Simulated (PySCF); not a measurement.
SMILES O=C(O)[SiH2][SiH2]B(O)O, GFN2-xTB optimised geometry.

```
15

O      2.38     0.92    -1.20
C      1.71     0.46    -0.32
O      1.12     1.25     0.61
Si     1.21    -1.36     0.00
Si    -1.11    -1.36     0.00
B     -1.84     0.48     0.00
O     -2.38     1.15     1.06
O     -1.75     1.15    -1.17
H      1.34     2.19     0.45
H      1.83    -1.65     1.30
H      1.95    -2.15    -0.99
H     -1.58    -2.19    -1.13
H     -1.54    -2.15     1.18
H     -2.44     0.70     1.89
H     -2.08     2.05    -1.15
```

Density from CAM-B3LYP/def2-TZVP in PySCF at that geometry.

Minimum of the electron density along straight lines between bonded atoms, close to the bond critical point (lines longer than 1.1 times the sum of covalent radii, or with two minima, are not listed):

```csv
bond,length / Å,ρ at the minimum / e bohr⁻³,∇²ρ there / e bohr⁻⁵,position (fraction from the first atom)
O1–C2,1.204,0.433,-0.22,0.66
C2–O3,1.351,0.301,?,0.34
C2–Si4,1.914,0.114,0.18,0.62
Si4–Si5,2.328,?,-0.17,0.62
Si5–B6,1.979,0.120,?,0.39
B6–O7,1.361,0.209,0.92,0.33
B6–O8,1.349,0.217,0.99,0.33
O3–H9,0.973,0.347,-2.37,0.81
Si4–H10,1.471,0.123,0.17,0.49
Si4–H11,1.465,0.126,0.17,0.49
Si5–H12,1.473,0.122,0.17,0.49
Si5–H13,1.483,0.119,0.17,0.49
O7–H14,0.955,0.363,-2.54,0.81
O8–H15,0.960,0.357,-2.46,0.81
```

Q: Some entries are withheld; supply them.

A: 
- C2–O3, ∇²ρ there / e bohr⁻⁵: -0.63
- Si4–Si5, ρ at the minimum / e bohr⁻³: 0.096
- Si5–B6, ∇²ρ there / e bohr⁻⁵: -0.04
